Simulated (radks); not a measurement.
Polarisability of the molybdenum ion Mo+, [Kr] 4d5, at imaginary frequency. Method: non-relativistic Kohn-Sham, LB94 model potential, spin-unpolarised, spherical densities, point nucleus; relativity is left out, which matters for an element this heavy; computed with a radial shooting solver on a logarithmic mesh with Libxc functionals. Response by self-consistent Sternheimer equations with the Hartree and adiabatic LDA kernel.

w (hartree)  alpha1(iw) (bohr^3)
0.00266                    17.81
0.0143                     17.78
0.0360                     17.60
0.0697                     17.06
0.118                      15.90
0.186                      14.05
0.280                      11.76
0.413                      9.376
0.605                      7.107
0.892                      5.034
1.35                       3.233
2.12                       1.793
3.59                      0.8092
6.94                      0.2813
17.5                     0.06622

Static values: alpha1 = 17.82 bohr^3 (2.640 angstrom^3; uncoupled 26.55). C6 = 113.5, triple-dipole C9 = 1335 atomic units. One-pole (London) frequency 4 C6 / (3 alpha1^2) = 0.477 hartree, against 0.601 for minus the highest occupied eigenvalue.
